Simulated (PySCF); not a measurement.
C3H3BrF2, SMILES F[C@@H]1[C@H](F)[C@H]1Br. Geometry optimised at PBE-D3(BJ)/def2-SVP. The structure was generated by enumeration; whether it is a known compound was not checked.

Question: Give the equilibrium geometry at PBE-D3(BJ)/def2-SVP (PySCF confirms it by a frequency run) as Cartesian coordinates in Å, and its point group. (An estimate is asked for; the answer gives what the named calculation found.)

Answer: point group Cs.
```xyz
9

F     -2.2180    -0.2079     1.4110
C     -1.2184     0.4422     0.7573
C     -1.2184     0.4422    -0.7573
F     -2.2180    -0.2079    -1.4110
C     -0.2240    -0.3979     0.0000
Br     1.6595    -0.0116     0.0000
H     -0.8724     1.3527     1.2791
H     -0.8724     1.3527    -1.2791
H     -0.4475    -1.4775     0.0000
```
Charge 0, spin multiplicity 1.
